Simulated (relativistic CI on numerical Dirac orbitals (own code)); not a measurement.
**Sensitivity of the levels of Dy37+ to α and to the nuclear radius**

Calculated at this level of theory: Dirac-Coulomb-Breit CI, orbitals from a KLI potential per configuration, derivatives by finite differences, unscaled Slater integrals, QED left out (own radial code, finite nucleus).

Configuration list (outside the closed core [Ar] 3d10): 4s, 4p, 4d, 4f, 5s, 5p, 5d, 5f. Levels of other configurations are missing.

With x = (α/α₀)² − 1 an excitation energy changes as ω = ω₀ + qx; K = 2q/ω₀ is the relative enhancement. Terms are leading LS components, so labels can repeat. The field-shift factor is F = δν/δ⟨r²⟩ for the transition from the lowest level.

Lowest level 4s 2S_1/2.

```csv
Level,ω₀ (cm⁻¹),q (cm⁻¹),K,F (GHz/fm²)
4p 2P°_1/2,642574,80990,0.252,-891
4p 2P°_3/2,1085645,594100,1.09,-931
4d 2D_3/2,2090608,626500,0.599,-926
4d 2D_5/2,2183576,721300,0.661,-924
4f 2F°_5/2,3260322,713400,0.438,-909
4f 2F°_7/2,3280402,732800,0.447,-909
5s 2S_1/2,5521881,380100,0.138,-486
5p 2P°_1/2,5830682,414300,0.142,-893
5p 2P°_3/2,6036331,651000,0.216,-912
5d 2D_3/2,6510754,665400,0.204,-909
5d 2D_5/2,6555310,710800,0.217,-909
5f 2F°_5/2,7029843,707600,0.201,-902
5f 2F°_7/2,7041958,719400,0.204,-902
```

At this charge energies of transitions that change n are usually good to better than 1 %, and those within a shell (Δn = 0) to a few per cent.
